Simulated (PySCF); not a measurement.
MnI2: what the settings change

MnI2: Mn(II) (d5), charge 0. The structure is a PBE0-D3(BJ)/def2-TZVP geometry optimised for multiplicity 6; coordination linear, point group D∞h, metal–donor distances 2.53 Å.

```
3

Mn    0.0000    0.0000    0.0000
I     0.0000    0.0000    2.5271
I     0.0000    0.0000   -2.5270
```

Method (PySCF 2.14, density fitting): CASSCF(5,5) with orbitals averaged over all microstates of the shell, strongly contracted NEVPT2 on the averaged canonical orbitals; basis x2c-TZVPall on the metal, x2c-SVPall elsewhere; spin-free X2C; gas phase; spin-orbit coupling by state interaction with the mean-field operator over all roots.

Base run: NEVPT2 ground state 6Σg+, next 4Σg+ at 26639, then 4Πg at 26661 cm⁻¹, B(CASSCF) 1030, ζ 296 cm⁻¹, D 0.61 cm⁻¹, g 2.002 2.002 2.002, μeff(300 K) 5.92 μB.

Task: What happens with orbitals averaged over the highest spin alone?

Result: NEVPT2 ground state 6Σg+, next 4Πg at 27039, then 4Σg+ at 27040 cm⁻¹, B(CASSCF) 1075, ζ 309 cm⁻¹, D 0.37 cm⁻¹, g 2.002 2.002 2.002, μeff(300 K) 5.92 μB.

No frequencies were computed for the optimised geometry.
